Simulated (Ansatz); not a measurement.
Reactions of FGeH₃OSi (`[F][GeH]1[O][SiH2]1`).

Gas-phase electronic energies from Ansatz, PBE0-D4/def2-TZVP geometries. CCSD(T)/CBS is the MP2 limit (def2-TZVPP, def2-QZVPP) plus CCSD(T) − MP2 in def2-TZVPP, frozen cores. Double bonds are as drawn, so ΔE can hold a change between cis and trans. Functionals use def2-TZVPP. For Ge outer-core shells are correlated without core-valence functions, which leaves a few kJ/mol of doubt a bond. Scalar relativity is left out up to krypton. Each species was taken in one conformer, which may not be the lowest.

```json
{"reaction": "`[F][GeH]1[O][SiH2]1` + `FCC(F)CC(F)F` → `F[CH2][GeH]1[O][SiH2]1` + `FC(F)CC(F)F`", "MP2/CBS(def2) (kcal/mol)": "28.0", "r2SCAN-D4 (kcal/mol)": "25.5"}
{"reaction": "`[F][GeH]1[O][SiH2]1` + `N[SiH2][SiH2][SiH3]` → `[O]1[SiH2][GeH2]1` + `N[SiH2][SiH](F)[SiH3]`", "MP2/CBS(def2) (kcal/mol)": "-11.6", "r2SCAN-D4 (kcal/mol)": "-10.6"}
{"reaction": "`[F][GeH]1[O][SiH2]1` + `NB1CO1` → `[NH2][GeH]1[O][SiH2]1` + `FB1CO1`", "MP2/CBS(def2) (kcal/mol)": "6.6", "r2SCAN-D4 (kcal/mol)": "8.6"}
{"reaction": "`[F][GeH]1[O][SiH2]1` + `B/C=C(\\C)O` → `[CH3][GeH]1[O][SiH2]1` + `B/C=C(/O)F`", "MP2/CBS(def2) (kcal/mol)": "23.3", "r2SCAN-D4 (kcal/mol)": "20.6"}
```

Q: Give the CCSD(T)/CBS values in the same order. (Estimate.)

A: Ansatz gave: 26.7, -11.6, 6.7, 22.3 kcal/mol.

Largest T1 diagnostic: 0.014, for `[F][GeH]1[O][SiH2]1`.
